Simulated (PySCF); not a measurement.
# Static response to an electric field

Species: C3H12GeSi.
Cartesian coordinates in Å at the PBE0-D3(BJ)/def2-SVP level; atoms count from 1:
```
atom  x, y, z in Å
C1    -1.919    0.574    0.803
C2    -1.336    0.641   -0.602
Ge3   -0.226   -0.907   -1.066
C4     1.212   -1.133    0.254
Si5    2.342    0.351    0.452
H6    -2.526   -0.334    0.951
H7    -1.129    0.568    1.571
H8    -2.569    1.438    1.016
H9    -0.719    1.547   -0.726
H10   -2.137    0.713   -1.357
H11   -1.095   -2.186   -1.076
H12    0.395   -0.720   -2.466
H13    1.814   -2.011   -0.034
H14    0.751   -1.371    1.228
H15    3.431    0.085    1.443
H16    2.976    0.706   -0.856
H17    1.568    1.542    0.927
```

Level: CAM-B3LYP/def2-SVPD (PySCF), static field, nuclei fixed, core orbitals frozen in the response. The polarisability tensor in these axes (au):

```
x   105.36   0.35   3.59
y     0.35  91.30   4.72
z     3.59   4.72  91.85
```

**Question.** What are the eigenvalues, a third of the trace, and Δα (Δα² = ½Σ(αi − αj)² over the three pairs)?

**Answer.** Principal values 86.57, 95.52 and 106.41 au; mean 96.17 au = 14.25 Å³ = 15.86 × 10⁻⁴⁰ C²·m²/J; Δα = 17.21 au (18 % of the mean).

**Question.** What is the dipole moment, and where does it point?

**Answer.** (-0.56, -0.17, 0.36) D, 0.69 D in size, pointing from the negative to the positive side. Measured along this direction, the outermost atoms are H16 at the negative end and H6 at the positive end.

**Question.** What would n − 1 = 2πNα be for an ideal gas of these molecules at 400 K and 1 atm, electronic part alone?

**Answer.** N = p/kT = 1.8347 × 10¹⁹ cm⁻³, so n − 1 = 2π × N × 14.25 × 10⁻²⁴ cm³ = 1643 × 10⁻⁶ at long wavelengths, for an ideal gas.

**Question.** Find the Langevin capture rate constant for H3+ (3.023 u) meeting this molecule (149.992 u), k = 2.342 × 10⁻⁹ cm³/s × √(α in Å³ / reduced mass in u).

**Answer.** The reduced mass is 2.96 u, so k = 5.14 × 10⁻⁹ cm³/s. The formula leaves out the permanent dipole, which adds to the capture rate.

**Question.** Traceless (Buckingham) quadrupole moment about the centre of nuclear charge: eigenvalues?

**Answer.** -3.62, 0.10, 3.52 D·Å. The values depend on the origin, since the dipole doesn't vanish. The electronic extent ⟨r²⟩ about the same centre is 1106 bohr², a root-mean-square distance of 2.02 Å for the 76 electrons.

One conformer (not necessarily the lowest) at the PBE0-D3(BJ)/def2-SVP geometry, without solvent, vibrations or thermal averaging. The calculation is non-relativistic, for germanium too.

The run behind these numbers computed excited states and ΔSCF ions as well. The run took 4.5 min of wall time on one thread of an Arm Neoverse V1 (shared host).
